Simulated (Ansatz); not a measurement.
CH$_{4}$AlBFN. Total charge 0; spin multiplicity 1. The bonds changed during the relaxation, so this is another structure than the one it started from. The geometry is a stationary point of PBE0-D4/def2-TZVP.

```xyz
9

B    -0.204   -0.937    0.255
C    -0.842    0.486    0.333
F    -1.498    1.042    1.358
N     0.729    0.292    0.498
Al    0.185    0.681   -1.220
H    -0.055   -1.240   -0.994
H    -0.264   -1.885    0.972
H     1.138    0.488    1.396
H     0.808    1.074   -2.599
```

**Question.** What is the dipole moment at r2SCAN/def2-TZVPP? (Estimate.)

**Answer.** The calculation gave: 2.46 D, with components (1.77, 1.09, -1.32) D in this frame, pointing from negative to positive charge.

**Question.** And with PBE, B3LYP, ωB97M-V? (Best estimate.)

**Answer.** Ansatz gave: PBE 2.39 D, B3LYP 2.58 D, ωB97M-V 2.66 D.

**Question.** Give the Mulliken charges with r2SCAN, ωB97M-V, B3LYP in def2-TZVPP. (Best estimate.)

**Answer.** Computed: 
| atom | r2SCAN | ωB97M-V | B3LYP |
| --- | --- | --- | --- |
| B1 | 0.10 | -0.07 | 0.04 |
| C2 | -0.01 | 0.04 | 0.07 |
| F3 | -0.21 | -0.20 | -0.21 |
| N4 | -0.24 | -0.21 | -0.25 |
| Al5 | 0.37 | 0.31 | 0.31 |
| H6 | -0.13 | -0.05 | -0.11 |
| H7 | 0.04 | 0.11 | 0.05 |
| H8 | 0.14 | 0.11 | 0.14 |
| H9 | -0.07 | -0.04 | -0.05 |

B3LYP here is the variant with VWN-RPA as its local correlation; programs differ in this.
